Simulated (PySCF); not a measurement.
Species: ZrEtF3, C2H5F3Zr (singlet state).
Bonds: Zr1–C2, Zr1–F9, Zr1–F10, Zr1–F11, C2–C3. Hydrogens: H4, H5 on C2; H6, H7, H8 on C3.

Method used: PySCF 2.14.0, PBE0-D3(BJ)/def2-SVP geometry optimisation, gas phase, def2 core potentials past Kr.

**Question.** What internal coordinates does the optimisation give?

**Answer.** 
```tsv
bond	length (bohr)
Zr1–C2	4.152
Zr1–F9, Zr1–F10, Zr1–F11	3.597
C2–C3	2.888
C2–H4, C2–H5	2.093
C3–H6, C3–H7, C3–H8	2.084
```

Bonds in one row agree within 0.02 bohr and their mean is given. A selection of angles:
```tsv
angle	degrees
C2–Zr1–F9	104.6
F9–Zr1–F10	113.8
Zr1–C2–C3	112.5
Zr1–C2–H4	107.3
C3–C2–H4	111.3
H4–C2–H5	106.0
C2–C3–H6	112.3
H6–C3–H7	106.7
```

Torsions: F9–Zr1–C2–C3 58° (synclinal).

Zr1 (zirconium bonded to C and 3 F) is distorted tetrahedral (angles from 104.6° to 113.8°). All 3 F–Zr bonds measure 1.903 to 1.904 Å.

Not checked by PBE0-D3(BJ)/def2-SVP frequencies.

On one thread, Arm Neoverse V1 (aarch64), no GPU, on a shared host, this took 2.6 min and 0.52 GiB of memory at its peak. These figures are those of the optimisation.
